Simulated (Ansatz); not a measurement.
Ansatz results at the PBE0-D4/def2-TZVP geometry: HOMO energy (B3LYP/def2-TZVPP) -6.71 eV; HOMO–LUMO gap (B3LYP/def2-TZVPP) 6.66 eV; size of the dipole moment (B3LYP/def2-TZVPP) 1.57 D.

Each molecule was computed in one conformer, which needn't be the lowest.

(1) Which molecule gave them?
A. `NC([SiH3])[SiH2]Cl`
B. `BOC(N)S`
C. `N[SiH2]C[SiH2]Cl`
D. `O[SiH](I)CF`

## Answers

(1) A. The others give `BOC(N)S`: -7.00, 6.02, 1.27; `N[SiH2]C[SiH2]Cl`: -7.23, 7.32, 2.84; `O[SiH](I)CF`: -7.59, 7.03, 1.42.

B3LYP here is the variant with VWN-RPA as its local correlation; programs differ in this.
